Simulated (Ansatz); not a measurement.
`B[SiH2]N[SiH3]` + H–F → `B[SiH2]F` + `N[SiH3]` at 700 K and 1 bar (ligand exchange at the Si–N bond).

Program: Ansatz. Geometries: PBE0-D4/def2-TZVP. ΔE: electronic, gas phase. CBS: MP2 limit from def2 TZ/QZ plus the TZ coupled-cluster correction, frozen cores. This one scheme is used for every species. Each species was taken in one conformer, which may not be the lowest.

| species | CCSD(T)/CBS energy (Eh) | H − E (kJ/mol) | S (J/(mol·K)) |
| --- | --- | --- | --- |
| `B[SiH2]N[SiH3]` | -662.46710 | 295.2 | 505.2 |
| H–F | -100.39570 | 45.2 | 198.5 |
| `B[SiH2]F` | -416.08532 | 158.0 | 371.0 |
| `N[SiH3]` | -346.80422 | 180.7 | 336.3 |

H − E and S are ideal-gas, rigid-rotor, harmonic terms from PBE0-D4/def2-TZVP, for one conformer and one mirror image of each species. 1 Eh = 2625.50 kJ/mol, R = 8.31446 J/(mol·K).

Task: By hand: ΔE, ΔH, ΔS and ΔG.

Result: ΔE = (-416.08532) + (-346.80422) − (-662.46710) − (-100.39570) = -0.02674 Eh = -70.2 kJ/mol. Δ(H − E) = 158.0 + 180.7 − 295.2 − 45.2 = -1.7, so ΔH = -71.9 kJ/mol. ΔS = 371.0 + 336.3 − 505.2 − 198.5 = 3.6 J/(mol·K). ΔG = -71.9 − 700 × (3.6)/1000 = -74.4 kJ/mol.

Task: By hand: the equilibrium constant, and the temperature at which ΔG would vanish if ΔH and ΔS stayed fixed.

Result: log₁₀ K = −ΔG/(RT ln 10) = 5.6. ΔH and −TΔS have one sign here, so there is no such temperature.

The number of gas molecules stays the same, so ΔS is small and ΔH decides. A doubt of 5 kJ/mol in ΔE shifts log₁₀ K by 0.4 here. Other conformers and mirror images would add mixing entropy, several J/(mol·K) or more a flexible species. Modes under 60 cm⁻¹, often nearly free rotors, make the harmonic entropy too high. These are equilibria of isolated gas molecules and say nothing of rates. Largest T1 diagnostic: 0.012 (customary marks: 0.02 for closed shells, 0.045 for open ones).

ΔS is within the doubt of such terms, so its sign, and with it that verdict, could turn.
